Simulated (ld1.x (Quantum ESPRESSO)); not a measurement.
## Configuration tests for O (PAW)

O, PAW, made with ld1.x (Quantum ESPRESSO) 7.5 (PBE, scalar-relativistic). Core [He], reference 2s2 2p2 (charge +2). Waves: 2s (bound): rcut 0.55, rcutus 0.60 bohr; 2s channel at -1.65 Ry: rcut 0.55, rcutus 0.60 bohr; 2p (bound): rcut 1.50, rcutus 1.70 bohr; 2p channel at 0.4 Ry: rcut 1.50, rcutus 1.70 bohr; 3d channel at 0.35 Ry: rcut 1.25, rcutus 1.40 bohr; 3d channel at 1.35 Ry: rcut 1.25, rcutus 1.40 bohr. Local part: all-electron potential smoothed inside 0.75 bohr (lloc = -2). Core correction: Bessel-smoothed model core, default radius (core density twice the valence density). Augmentation charge: PSQ, inside the norm-conserving radii.

Energies are relative to the spin-unpolarised reference configuration 2s2 2p2; without spin polarisation the order of configurations can differ from experiment. Not all tests gave a result: 4 of 7 tests not solved or not reliable (1 of them converged, to errors over 20 eV). Left out of the table: 2s2 2p4 (solver errors, printed error -348 eV); 2s2 2p1 (solver errors, printed error -100 eV); 2s2 2p0 (converged, but collapsed or in another state, printed error +32.5 eV); 2s2 2p4.3 (solver errors, printed error -372 eV).

Its overlap operator is not positive definite in a basis up to 400 Ry (lowest eigenvalue p -0.35), so the file is unfit for use: the generalised eigenproblem breaks down once the basis is large enough, and its test numbers describe a broken file.

```csv
valence configuration,charge,ΔE all-electron (eV),error AE − PS (meV)
2s2 2p3,+1,-33.586,-377
2s2 2p3.5,+0.5,-43.731,-420
2s0 2p6,0,-20.080,+495
```

Levels in the configuration 2s0 2p6:

```csv
level,all-electron (eV),pseudo (eV)
2p,-9.845,-10.357
```

Note: ghost state, extra bound levels that the all-electron valence spectrum of the same l lacks: s at -404.5 eV (p not tested). A true bound ghost makes a file unfit for plane-wave use.
